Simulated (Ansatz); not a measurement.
**Ligand exchange: MgHCl + C2H5FSn → MgHF + C2H5ClSn**

Species: MgHCl `[MgH][Cl]`, singlet; C2H5FSn `C=[CH][SnH2][F]`, singlet; MgHF `[F][MgH]`, singlet; C2H5ClSn `C=[CH][SnH2][Cl]`, singlet. The partners trade Cl for F: Mg–Cl and Sn–F bonds give way to Mg–F and Sn–Cl.

Shapes, held fixed at every level: PBE0-D4/def2-TZVP. Flexible molecules stand in one conformer, not always the lowest. Programs: Ansatz 0.2.0. The zero-point and thermal change to 298 K, harmonic and unscaled (PBE0-D4/def2-TZVP), is 0.0 kJ/mol.

| level | kind | ΔH(298 K) (kJ/mol) | less CCSD(T)/def2-TZVPP |
| --- | --- | --- | --- |
| HF/def2-TZVPP | Hartree–Fock | -2.6 | +12.1 |
| r2SCAN-D4/def2-TZVPP | meta-GGA | -10.7 | +4.0 |
| B3LYP-D4/def2-TZVPP | global hybrid | -15.5 | -0.8 |
| PBE0-D4/def2-TZVPP | global hybrid | -14.8 | -0.1 |
| CCSD/def2-SVP | coupled cluster or CI | -18.1 | -3.4 |
| CCSD/def2-TZVPP | coupled cluster or CI | -13.8 | +0.9 |
| CCSD(T)/def2-TZVPP | coupled cluster or CI | -14.7 | 0.0 |

The highest level, CCSD(T)/def2-TZVPP, gives ΔH(298 K) = -14.7 kJ/mol; the levels span -18.1 to -2.6. The column of differences is taken from that level and isn't an error. No measured value is set beside it here. For atoms past krypton def2 sets carry core potentials with scalar relativity. Outer-core shells of Mg, Sn are correlated, in sets that cover them unevenly.
